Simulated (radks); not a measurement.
The numbers below are computed, except where a source is named.
Question: These are the eigenvalues of the occupied orbitals of an atom or ion with whole-number occupations (eV). Code: a radial shooting solver on a logarithmic mesh with Libxc functionals. Model: scalar-relativistic Kohn-Sham, PBE, spin-polarised, spherical densities, finite nucleus; Fermi nuclear charge, rms radius of each element as measured or else 0.836 A^(1/3) + 0.57 fm.

orbital  eigenvalue
1s        -1841.053
2s        -192.3777
2p        -148.5531

Which element is it, and in what charge state? The configuration may be excited. Open shells, if any, are filled with parallel spins first.

Answer: Z = 14, silicon, charge +4: Si4+ in [Ne]. The list shows which subshells hold electrons but not how many an open one holds; the 1s level, -67.657 hartree, gives Z - s = 11.6 by -(Z - s)^2/2, which with screening and relativity narrows Z to a few neighbours, and the depths of the outer levels then fix element, charge and occupations together.
